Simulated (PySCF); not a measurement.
Si(H)(F)(Et)(OH) (C2H7FOSi), SMILES CC[SiH](O)F. Atoms are numbered in the order given.

```xyz
12

Si    -0.4391     0.3661     0.2423
O     -1.1980    -1.0113     0.7557
F     -1.3944     1.1495    -0.8185
C      1.1696     0.0133    -0.6310
C      2.1764    -0.7557     0.2218
H     -0.2967     1.2154     1.4488
H     -1.3483    -1.7032     0.1051
H      0.9358    -0.5396    -1.5588
H      1.5903     0.9779    -0.9654
H      2.4519    -0.1932     1.1281
H      3.1065    -0.9623    -0.3294
H      1.7651    -1.7209     0.5558
```

Coordinates come from a PBE0-D3(BJ)/def2-SVP optimisation. This is a generated structure with no PubChem entry under its InChIKey; it may be hypothetical. One conformer was computed; it need not be the lowest.

Two levels are set side by side: PBE/pcSseg-1 (PySCF) and PBE0/pcSseg-1 (PySCF). GIAO shifts against CFCl3 (¹⁹F), H2O (¹⁷O), TMS (²⁹Si), TMS (¹H), TMS (¹³C) at the same level; non-relativistic, no solvent, atoms listed together averaged. Differences are taken from unrounded values.

```json
[
 {"quantity": "δ(²⁹Si) of Si1 (ppm)", "PBE": "0.1"},
 {"quantity": "δ(¹⁷O) of O2 (ppm)", "PBE": "65.8"},
 {"quantity": "δ(¹⁹F) of F3 (ppm)", "PBE": "-171.2"},
 {"quantity": "δ(¹³C) of C4 (ppm)", "PBE": "14.1"},
 {"quantity": "δ(¹³C) of C5 (ppm)", "PBE": "9.1"},
 {"quantity": "δ(¹H) of H6 (ppm)", "PBE": "5.16"},
 {"quantity": "δ(¹H) of H7 (ppm)", "PBE": "1.78"}
]
```

**Question.** These are the PBE values. What does PBE0 give? (Estimate from the structure and the level; the computed values follow.)

**Answer.** 
```csv
quantity,PBE0,PBE minus PBE0
δ(²⁹Si) of Si1 (ppm),-0.6,0.7
δ(¹⁷O) of O2 (ppm),56.4,9.4
δ(¹⁹F) of F3 (ppm),-156.4,-14.8
δ(¹³C) of C4 (ppm),12.0,2.1
δ(¹³C) of C5 (ppm),8.6,0.5
δ(¹H) of H6 (ppm),4.97,0.19
δ(¹H) of H7 (ppm),1.90,-0.12
```

Rough cost on one machine, each run with all the roots and properties that it gave: PBE0 against PBE within a factor of 2.
